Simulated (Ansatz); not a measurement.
`C=C[CH2][InH2]` + HBr → `[Br][InH2]` + `C=CC` at 500 K and 1 bar (ligand exchange at the In–C bond).

Gas-phase electronic energies from Ansatz, PBE0-D4/def2-TZVP geometries. CBS: MP2 limit from def2 TZ/QZ plus the TZ coupled-cluster correction, frozen cores. Elements past krypton have def2 core potentials. For Br, In outer-core shells are correlated without core-valence functions, which leaves a few kJ/mol of doubt a bond. Scalar relativity is left out up to krypton. Each species was taken in one conformer, which may not be the lowest.

| species | CCSD(T)/CBS energy (Eh) | H − E (kJ/mol) | S (J/(mol·K)) |
| --- | --- | --- | --- |
| `C=C[CH2][InH2]` | -308.13010 | 258.1 | 398.1 |
| HBr | -2573.91920 | 30.5 | 213.7 |
| `[Br][InH2]` | -2764.36342 | 58.2 | 318.8 |
| `C=CC` | -117.74610 | 238.4 | 304.6 |

H − E and S are ideal-gas, rigid-rotor, harmonic terms from PBE0-D4/def2-TZVP, for one conformer and one mirror image of each species. 1 Eh = 2625.50 kJ/mol, R = 8.31446 J/(mol·K).

Problem. By hand: ΔE, ΔH, ΔS and ΔG.

Solution. ΔE = (-2764.36342) + (-117.74610) − (-308.13010) − (-2573.91920) = -0.06022 Eh = -158.1 kJ/mol. Δ(H − E) = 58.2 + 238.4 − 258.1 − 30.5 = 8.0, so ΔH = -150.1 kJ/mol. ΔS = 318.8 + 304.6 − 398.1 − 213.7 = 11.6 J/(mol·K). ΔG = -150.1 − 500 × (11.6)/1000 = -155.9 kJ/mol.

Problem. By hand: the equilibrium constant, and the temperature at which ΔG would vanish if ΔH and ΔS stayed fixed.

Solution. log₁₀ K = −ΔG/(RT ln 10) = 16.3. ΔH and −TΔS have one sign here, so there is no such temperature.

The number of gas molecules stays the same, so ΔS is small and ΔH decides. A doubt of 5 kJ/mol in ΔE shifts log₁₀ K by 0.5 here. Other conformers and mirror images would add mixing entropy, several J/(mol·K) or more a flexible species. These are equilibria of isolated gas molecules and say nothing of rates. Largest T1 diagnostic: 0.013 (customary marks: 0.02 for closed shells, 0.045 for open ones).

ΔS is within the doubt of such terms, so its sign, and with it that verdict, could turn.
